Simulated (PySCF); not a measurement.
CH4F2OSi.

```xyz
9

C     -0.1801     1.8083     0.0000
Si    -0.0065    -0.0208     0.0000
O     -1.4836    -0.7346     0.0000
F      0.8460    -0.5311    -1.2790
F      0.8460    -0.5311     1.2790
H     -0.7314     2.1421     0.8922
H      0.8089     2.2910     0.0000
H     -0.7314     2.1421    -0.8922
H     -1.5336    -1.6961     0.0000
```
Charge 0, spin multiplicity 1.

Coordinates come from a ωB97X-D3(BJ)/def2-SVP optimisation. The values are those of a single conformer.

All values below come from PBE0/pcSseg-1 in PySCF. Non-relativistic, no solvent.

Computed absolute GIAO shielding of each atom: isotropic value and principal components (ppm):
```
atom  σ(iso)    σ11    σ22    σ33   span
----  ------  -----  -----  -----  -----
C1     192.5  190.0  190.8  196.6    6.6
Si2    386.4  350.7  364.5  444.0   93.3
O3     277.0  239.1  266.8  325.2   86.1
F4     312.4  257.3  288.1  391.9  134.6
F5     312.4  257.3  288.1  391.9  134.6
H6      30.9   26.4   28.2   38.2   11.8
H7      31.0   26.5   28.2   38.4   11.9
H8      30.9   26.4   28.2   38.2   11.8
H9      28.9   21.2   22.6   42.9   21.7
```
